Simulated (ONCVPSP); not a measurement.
# u(r) = r·R(r): atom against pseudo-atom (boron (B))

Columns: radius, all-electron u(r) and pseudo u(r) of the 2p shell (level -3.72 eV) of boron in the configuration [He] 2s2 2p1; LDA (Perdew-Zunger), non-relativistic, ONCV scheme, ONCVPSP 4.0.1.

| r (bohr) | all-electron | pseudo |
| --- | --- | --- |
| 0.148 | 0.0539 | 0.0191 |
| 0.295 | 0.1573 | 0.0731 |
| 0.443 | 0.2675 | 0.1556 |
| 0.590 | 0.3658 | 0.2550 |
| 0.738 | 0.4482 | 0.3605 |
| 0.885 | 0.5126 | 0.4593 |
| 1.033 | 0.5608 | 0.5436 |
| 1.180 | 0.5939 | 0.6065 |
| 1.328 | 0.6142 | 0.6469 |
| 1.475 | 0.6236 | 0.6654 |
| 1.623 | 0.6243 | 0.6660 |
| 1.770 | 0.6180 | 0.6535 |
| 1.918 | 0.6063 | 0.6326 |
| 2.065 | 0.5905 | 0.6075 |
| 2.213 | 0.5716 | 0.5810 |
| 2.360 | 0.5506 | 0.5549 |
| 2.508 | 0.5279 | 0.5294 |
| 2.655 | 0.5045 | 0.5049 |
| 2.802 | 0.4807 | 0.4807 |
| 2.950 | 0.4565 | 0.4565 |
| 3.098 | 0.4325 | 0.4325 |
| 3.245 | 0.4091 | 0.4091 |
| 3.393 | 0.3860 | 0.3860 |
| 3.540 | 0.3638 | 0.3638 |
| 3.688 | 0.3421 | 0.3421 |
| 3.835 | 0.3215 | 0.3215 |

(1) How many radial nodes do the two functions have?

(2) At about which radius was the pseudo-wave matched?

(3) Where does each function peak?

(4) Is the pseudo-wave norm-conserving?

Results:

(1) The all-electron 2p function has n − l − 1 = 0; the pseudo-wave has 0.

(2) 2.95 bohr. The columns agree to 0.0005 from 2.65 bohr on; several derivatives are matched, so the curves merge somewhat inside the radius.

(3) Outermost all-electron maximum near 1.62 bohr, pseudo maximum near 1.62 bohr (to the table’s step).

(4) Yes: the ONCV scheme keeps the norm inside the radius equal to the all-electron one, which fixes the energy derivative of the logarithmic derivative at the level.
